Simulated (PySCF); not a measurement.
Isomers of C3H4S. All species are isolated molecules in the gas phase. One relaxed conformer stands for each flexible species; it need not be the lowest. Strings in code marks are SMILES.

The four lowest singlet excitations (Tamm–Dancoff). Level of theory: B3LYP-D3(BJ)/def2-TZVP // PBE0-D3(BJ)/def2-TZVP (PySCF). B3LYP has the VWN-RPA correlation part, as in Gaussian. Excitations are Tamm–Dancoff values on a coarser integration grid. The basis has no diffuse functions, so Rydberg states are missing or too high.

```csv
state,energy (eV),wavelength (nm),oscillator strength
S1,2.27,546,0.000
S2,5.33,233,0.004
S3,6.09,204,0.025
S4,6.37,195,0.238
```

Problem. Name which member gives these states.
A) `C#CCS`
B) `C=C=CS`
C) `SC1=CC1` (H–S–C–C torsion 180°)
D) `S=C1CC1`

Solution. D, `S=C1CC1`
